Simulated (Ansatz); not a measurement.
A structure drawn as `OBC(F)[SiH3]`, with this starting geometry:

Cartesian coordinates in Å:
```
O 1.6537 -0.7962 1.1405
B 0.6899 0.2319 1.2322
C -0.6947 0.0339 0.5452
F -1.6175 1.0883 0.8119
Si -0.5281 -0.0237 -1.3229
H 2.2658 -0.5410 0.3228
H 0.8655 1.1927 1.8691
H -1.2003 -0.9151 0.8521
H 0.3374 -1.2168 -1.7016
H -1.8513 -0.2438 -1.9522
H 0.0797 1.1897 -1.7970
```

The species carries charge 0 and has multiplicity 1.

Q: Does it keep its bonds when Ansatz relaxes it at PBE-D4/def2-SVP and then PBE0-D4/def2-TZVP?

A: Yes, every drawn bond is still there and no new one forms.

Q: Give the relaxed structure. (An estimate is asked.)

A: The calculation gave: 
Z-matrix (Å, degrees):
```
C
B 1 1.563
Si 1 1.906 2 112.0
F 1 1.403 2 111.8 3 -121.3
H 1 1.099 2 110.5 3 118.6
O 2 1.354 1 117.4 3 -66.5
H 2 1.200 1 121.2 3 111.7
H 3 1.485 1 108.8 2 65.7
H 3 1.486 1 110.0 2 -54.2
H 3 1.485 1 109.0 2 -174.1
H 6 0.960 2 113.5 1 178.3
```
No frequency check was run.

Atoms count as bonded under 1.1 times the sum of their covalent radii (H–H under 0.85 Å, pairs among N, O and F under 1.55 Å), and a drawn bond as lost past 1.3 times.
